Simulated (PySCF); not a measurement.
Estimate the missing entries of this data sheet.

C4H2FO3S (charge -1).
Geometry (GFN2-xTB, Å), atoms numbered from 1 in this order:
```
atom  x, y, z in Å
C1     2.051   -0.864   -1.290
C2     1.189   -0.308   -0.661
C3     0.147    0.277    0.045
C4     0.115    1.395    0.736
F5     1.179    2.243    0.896
S6    -1.447   -0.652   -0.020
O7    -2.346    0.143    0.809
O8    -1.118   -1.957    0.533
O9    -1.783   -0.654   -1.435
H10    2.789   -1.361   -1.844
H11   -0.770    1.741    1.243
```

| property | level | value |
| --- | --- | --- |
| rotational constants A, B, C of the GFN2-xTB geometry | GFN2-xTB | ? |
| HOMO energy | PBE0/def2-SVPD | ? |
| LUMO energy | PBE0/def2-SVPD | 2.56 eV |
| lowest singlet excitation | TDDFT PBE0/def2-SVPD | 4.41 eV (281 nm, f = 0.000) |
| strongest line among the 6 lowest singlet transitions | TDDFT PBE0/def2-SVPD | ? |
| lowest triplet excitation (Tamm–Dancoff) | TDA PBE0/def2-SVPD | 3.46 eV |
| static isotropic polarisability | PBE0/def2-SVPD | ? |
| electronic spatial extent ⟨r²⟩ about the centre of nuclear charge | PBE0/def2-SVPD | ? |
| 13C chemical shifts (computed TMS as zero) by class | GIAO PBE0/pcSseg-1 | ? |
| 1H chemical shifts (computed TMS as zero) by class | GIAO PBE0/pcSseg-1 | 7.94 (H11), 2.78 (H10) ppm |
| isotropic shieldings of nuclei other than C and H, by class | GIAO PBE0/pcSseg-1 | ? |

Gas-phase values; electronic properties from PySCF, density fitting. Geometry: GFN2-xTB; no solvent or vibrations. NMR classes are plain means over equivalent atoms (diastereotopic ones count apart unless rotation or inversion swaps them), as if these changed places fast; in this geometry the members of some classes differ. No diffuse functions stand in pcSseg-1, which bears on an anion's orbital energies.

(1) Give the 13C chemical shifts (computed TMS as zero) by class.

(2) What is the electronic spatial extent ⟨r²⟩ about the centre of nuclear charge?

(3) What is the HOMO energy?

(4) What is the static isotropic polarisability?

(5) The isotropic shieldings of nuclei other than C and H, by class?

(6) The strongest line among the 6 lowest singlet transitions?

(7) What are the rotational constants A, B, C of the GFN2-xTB geometry?

Results:

(1) 167.0 (C4), 125.1 (C3), 91.3 (C1), 83.0 (C2) ppm.

(2) 1278 bohr².

(3) -2.93 eV.

(4) 85.6 au.

(5) 98 (O7/O8/O9), 302 (F5), 192 (S6) ppm.

(6) S3 at 5.45 eV (227 nm, f = 0.133).

(7) 2.001, 1.225, 0.888 GHz.

The polarisability is 12.68 Å³ as a volume (1 au = 0.148185 Å³), or 1.13 au for each of the 76 electrons. The principal polarisabilities are 61.5, 87.3 and 107.9 au; their mean is the isotropic value. The vertical singlet–triplet gap S1 − T1 is 0.95 eV (TDDFT singlet less Tamm–Dancoff triplet; S1: HOMO→LUMO, weight 1.00; T1: HOMO−1→LUMO, weight 0.85). The largest Löwdin shares of the HOMO are 0.34 on O9, 0.34 on O8 and 0.32 on O7. The rotational constants make it an asymmetric top with κ = (2B − A − C)/(A − C) = -0.40, nearer the prolate limit (−1). In wavenumbers S1 is 35500 cm⁻¹ (1 eV = 8065.54 cm⁻¹).
